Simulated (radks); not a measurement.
Fractional charge and spin in the 3d shell of germanium: the spin-up occupation runs from 4 to 5 and the spin-down occupation from 4 to 5; the fullest corner is Ge2+, [Ar] 4s2 3d(up 5, down 5). Calculated with a radial shooting solver on a logarithmic mesh with Libxc functionals: non-relativistic Kohn-Sham, r2SCAN, spin-polarised, spherical densities, point nucleus; meta-GGA in the generalised Kohn-Sham scheme. Energy (eV) minus the two flat planes that join the four corners (they meet along the diagonal where the two added fractions sum to one electron); zero is where a piecewise linear energy would lie.

down \ up,4,4.25,4.5,4.75,5
4,0.000,-2.387,-3.161,-2.354,0.000
4.25,-2.387,-3.043,-2.122,0.343,-2.156
4.5,-3.161,-2.122,0.457,-1.932,-2.850
4.75,-2.354,0.343,-1.932,-2.740,-2.119
5,0.000,-2.156,-2.850,-2.119,0.000

Corners above the fullest one (they belong to Ge3+ and the next ion): (up 5, down 4) 62.002 eV, (up 4, down 5) 62.002 eV, (up 4, down 4) 149.89 eV. With half an added electron in each spin the energy lies 0.457 eV from the planes, and with half an added electron in spin up alone -3.161 eV. The planes are only a guide here: the flat-plane condition holds for ground states with one frontier orbital, while this shell lies below other occupied shells, so the corners above the fullest one are inner-hole states and not the ground states of those ions.
